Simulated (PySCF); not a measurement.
Compound: H₄O₄Si.
SMILES: `O[Si](O)(O)O`

Theory: PySCF, TDDFT PBE0/def2-SVPD, vertical, gas phase, core orbitals frozen in the response. Geometry: PBE0-D3(BJ)/def2-SVP; no solvent, vibrations or thermal averaging. Torsions of this conformer, `[OH:1][Si:2]([OH:3])([OH:4])[OH:5]`: H–O1–Si2–O3 34°, H–O3–Si2–O1 -157°, H–O4–Si2–O1 -33°, H–O5–Si2–O1 -85°.

Computed states:

```tsv
state	E (eV)	f
S1	7.71	0.011
S2	7.72	0.012
S3	8.52	0.0041
S4	8.52	0.139
S5	9.00	0.011
S6	9.13	0.0002
S7	9.17	0.0014
S8	9.19	0.078
S9	9.19	0.080
```

Broadening: Gaussians 0.25 eV wide at half height, area fixed by f = 4.319×10⁻⁹ ∫ε dν̃. The width is an assumption, not a result. The curve ends short of the highest state used, and states not computed would add to its high-energy end.

**Question.** What does the envelope look like, and where are its maxima?

**Answer.** 
E (eV), ε (L mol⁻¹ cm⁻¹) and a bar:
```
     7.34          4 
     7.39         21 
     7.45        102 
     7.50        302 #
     7.56        822 ##
     7.61       1487 ###
     7.67       2260 ####
     7.72       2510 #####
     7.77       2234 ####
     7.83       1450 ###
     7.88        793 ##
     7.94        287 #
     7.99         96 
     8.05         20 
     8.10          9 
     8.15         31 
     8.21        191 
     8.26        689 #
     8.32       2404 #####
     8.37       5337 ##########
     8.43      10369 ####################
     8.48      14131 ###########################
     8.53      15427 ##############################
     8.59      12790 #########################
```

Maxima: 161 nm (7.72 eV), ε about 2500, made up of S1 (49%) and S2 (51%); 145 nm (8.52 eV), ε about 15000, made up of S4 (97%) (ε in L mol⁻¹ cm⁻¹; maxima over ε = 5, shares over 10%).

**Question.** Coming from long wavelengths, where does ε first pass 100 L mol⁻¹ cm⁻¹?

**Answer.** At about 166 nm (7.45 eV), 0.27 eV below S1.

**Question.** What would ε be at 8.52 eV, the highest of these maxima, with half the width (0.125 eV)?

**Answer.** About 30800 L mol⁻¹ cm⁻¹ against 15400, a factor of about 1.99; a lone state at its own centre would give exactly 2.

The vertical ionisation energy (ΔSCF) is 11.51 eV, 2.32 eV above S9.
